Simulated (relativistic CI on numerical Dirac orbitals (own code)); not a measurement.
Radial parameters of In¹⁴⁺

Calculated at this level of theory: Dirac-Coulomb-Breit CI, separate exchange-only KLI orbitals for each configuration, model QED (radiative potential, 1s self-energy scaled to tabulated hydrogen-like ionisation energies), unscaled Slater integrals (own radial code, finite nucleus).

Slater integrals F^k, G^k are unscaled and averaged over j, outside the closed core [Ar] 3d10; ζ comes from projecting the Hamiltonian with its Breit term on Σ l·s of the shell.

- 4s2.4p5: ζ(4p) = 46131 cm⁻¹; <r>(4p) = 0.8139, <r^2>(4p) = 0.7473 (bohr units).
- 4s2.4p4.4d: F^2(4p,4p) = 128090, ζ(4p) = 46366, F^2(4p,4d) = 121500, G^1(4p,4d) = 153930, G^3(4p,4d) = 97337, ζ(4d) = 4876.2 cm⁻¹; <r>(4p) = 0.8133, <r^2>(4p) = 0.7462, <r>(4d) = 0.8695, <r^2>(4d) = 0.8623 (bohr units).
- 4s.4p5.4d: G^1(4s,4p) = 168940, ζ(4p) = 46274, G^2(4s,4d) = 119840, F^2(4p,4d) = 121480, G^1(4p,4d) = 153910, G^3(4p,4d) = 97316, ζ(4d) = 4920.3 cm⁻¹; <r>(4s) = 0.7783, <r^2>(4s) = 0.6797, <r>(4p) = 0.8133, <r^2>(4p) = 0.7463, <r>(4d) = 0.8696, <r^2>(4d) = 0.8625 (bohr units).

Averages of the first 10 configurations, taken without configuration mixing, which lowers the lowest level and can move excited configurations by several eV; other configurations of the list can lie among them:

```json
{"Configuration": "4s2.4p5", "Parity": "odd", "States": "6", "Average energy above the lowest level (eV)": "4.2"}
{"Configuration": "4s.4p6", "Parity": "even", "States": "2", "Average energy above the lowest level (eV)": "58.3"}
{"Configuration": "4s2.4p4.4d", "Parity": "even", "States": "150", "Average energy above the lowest level (eV)": "76.1"}
{"Configuration": "4s.4p5.4d", "Parity": "odd", "States": "120", "Average energy above the lowest level (eV)": "127.7"}
{"Configuration": "4s2.4p4.4f", "Parity": "odd", "States": "210", "Average energy above the lowest level (eV)": "153.5"}
{"Configuration": "4s.4p5.4f", "Parity": "even", "States": "168", "Average energy above the lowest level (eV)": "205.5"}
{"Configuration": "4p6.4d", "Parity": "even", "States": "10", "Average energy above the lowest level (eV)": "185.2"}
{"Configuration": "4s.4p4.4d2", "Parity": "even", "States": "1350", "Average energy above the lowest level (eV)": "198.8"}
{"Configuration": "4s2.4p4.5s", "Parity": "even", "States": "30", "Average energy above the lowest level (eV)": "160.1"}
{"Configuration": "4s2.4p3.4d.4f", "Parity": "even", "States": "2800", "Average energy above the lowest level (eV)": "225.9"}
```
